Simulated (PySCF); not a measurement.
Polarisability and C₆ of Fe⁺ (iron, charge +1)

[Ar] 3d6 4s1, high-spin 6D determinant. All numbers are calculated (PySCF 2.14, no relativity, point nucleus, in aug-cc-pVDZ (7s6p4d2f, 59 functions)). Coupled (time-dependent) response in atomic units; α is the mean over directions. A double-zeta set is small for polarisabilities.

```tsv
method	mean α (bohr³)	α xx, yy, zz	C₆ (like pair)	S(−4)
M06-2X	26.78	25.73, 25.73, 28.88	128.5	649.0
```

S(−4) is the Cauchy moment in α(ω) = α(0) + S(−4) ω² + …

α(iu) at M06-2X:

```csv
u (hartree),α(iu) (bohr³)
0,26.78
0.0500,25.26
0.100,21.72
0.200,14.52
0.300,10.01
0.500,5.807
0.750,3.731
1.00,2.727
1.50,1.731
2.00,1.231
3.00,0.7346
5.00,0.3527
```

A single London oscillator, α(iu) = α/(1 + u²/ω²), gives C₆ = (3/4) ω α². Matching the computed C₆ needs ω = 4 × 128.5 / (3 × 26.78²) = 0.239 hartree.

For an ion, C₆ is the dispersion term alone; charge-induced terms of lower order in 1/R come first.

The components differ because the open shell of this determinant is not spherical; for a pure term their mean is the scalar polarisability.
